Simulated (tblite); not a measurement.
Compound: C₆H₁₁NSi₂.
Geometry (GFN2-xTB, Å), atoms numbered from 1 in this order:
```
atom  x, y, z in Å
C1     3.084   -0.579    0.069
C2     2.744    0.781   -0.024
C3     1.375    0.849   -0.043
N4     0.873   -0.409    0.035
C5    -0.521   -0.739    0.043
Si6   -1.625    0.140    1.377
C7    -2.727    0.741   -0.075
Si8   -1.600   -0.044   -1.416
C9     1.907   -1.282    0.103
H10    4.072   -0.993    0.106
H11    3.423    1.610   -0.072
H12    0.724    1.700   -0.106
H13   -0.590   -1.827    0.115
H14   -0.918    1.192    2.104
H15   -2.279   -0.779    2.309
H16   -3.739    0.343   -0.059
H17   -2.829    1.821   -0.148
H18   -2.237   -1.079   -2.231
H19   -0.878    0.903   -2.262
H20    1.736   -2.340    0.171
```

All values are computed: GFN2-xTB (tblite) harmonic vibrations without scaling, gas phase. Against measured fundamentals such values can be off by several per cent, at times by over 20. Modes of hydrogen on silicon can be 10 to 20 % off. One conformer, not necessarily the lowest.

Harmonic wavenumbers (cm⁻¹): 39.3, 52.0, 103.9, 160.7, 289.7, 289.9, 369.9, 427.9, 439.5, 466.0, 479.4, 577.6, 582.8, 590.0, 612.0, 639.0, 692.4, 693.1, 707.5, 748.1, 750.4, 762.6, 783.0, 784.2, 801.2, 808.5, 830.4, 843.1, 930.9, 985.5, 1023.8, 1082.9, 1088.5, 1098.0, 1108.6, 1181.5, 1251.9, 1328.9, 1415.6, 1433.0, 1464.3, 1491.7, 1541.9, 2250.4, 2257.6, 2282.3, 2286.0, 2946.2, 3007.0, 3017.9, 3142.2, 3145.1, 3155.8, 3167.2.

A = 2477, B = 761.7, C = 703.1 MHz; mass 153.043 u (most abundant isotopes); point group Cs, symmetry number 1.

Problem. What is the zero-point energy?

Solution. ½Σν̃ = 32204 cm⁻¹ = 92.08 kcal/mol.

Problem. What is S at 298.15 K and 1 bar for an ideal gas of classical rigid rotors and harmonic oscillators?

Solution. Translation 41.01, rotation 29.87, vibration 29.01: S = 99.9 cal/(mol K).

Problem. And Cp and H(298.15 K) − H(0)?

Solution. Cp = 43.06 cal/(mol K), of which vibrations give 35.11 (their classical limit is 54 R = 107.3); H(298.15 K) − H(0) = 7.05 kcal/mol without the zero-point energy, 4.68 from vibrations.

Problem. What must be added to the electronic energy to get the Gibbs energy at 298.15 K and 1 bar?

Solution. ZPE + [H(298.15 K) − H(0)] − T·S = 92.08 + 7.05 − 29.78 = 69.35 kcal/mol.

Problem. Which modes carry the vibrational entropy at 298.15 K?

Solution. 39.3 cm⁻¹: 5.29; 52.0 cm⁻¹: 4.74; 103.9 cm⁻¹: 3.38; 160.7 cm⁻¹: 2.54; 289.7 cm⁻¹: 1.48; 289.9 cm⁻¹: 1.47 cal/(mol K); the other 48 give 10.10 together.

Problem. How do the functions run with temperature in this model?

Solution. 
```json
{"T (K)": "100", "S (cal/(mol K))": "70.5", "Cp (cal/(mol K))": "16.8", "H − H(0) (kcal/mol)": "1.25", "G − H(0) (kcal/mol)": "-5.80", "ln q(vib)": "1.88"}
{"T (K)": "200", "S (cal/(mol K))": "85.6", "Cp (cal/(mol K))": "29.1", "H − H(0) (kcal/mol)": "3.50", "G − H(0) (kcal/mol)": "-13.62", "ln q(vib)": "4.21"}
{"T (K)": "300", "S (cal/(mol K))": "100.2", "Cp (cal/(mol K))": "43.3", "H − H(0) (kcal/mol)": "7.13", "G − H(0) (kcal/mol)": "-22.91", "ln q(vib)": "6.74"}
{"T (K)": "500", "S (cal/(mol K))": "127.7", "Cp (cal/(mol K))": "64.7", "H − H(0) (kcal/mol)": "18.11", "G − H(0) (kcal/mol)": "-45.75", "ln q(vib)": "12.31"}
{"T (K)": "800", "S (cal/(mol K))": "162.5", "Cp (cal/(mol K))": "82.8", "H − H(0) (kcal/mol)": "40.50", "G − H(0) (kcal/mol)": "-89.48", "ln q(vib)": "20.67"}
{"T (K)": "1000", "S (cal/(mol K))": "181.8", "Cp (cal/(mol K))": "90.2", "H − H(0) (kcal/mol)": "57.84", "G − H(0) (kcal/mol)": "-123.95", "ln q(vib)": "25.86"}
```

q(vib) and H(0) count from the zero-point level.

Hindered rotation and anharmonicity are outside this model. Other conformers, if any are populated, would add a mixing term that is left out.

Time: 4.9 s wall, 4.4 s CPU. Hardware: an Intel Xeon at 2.50 GHz with one thread, no GPU, shared host. The figure is for the frequency step alone.
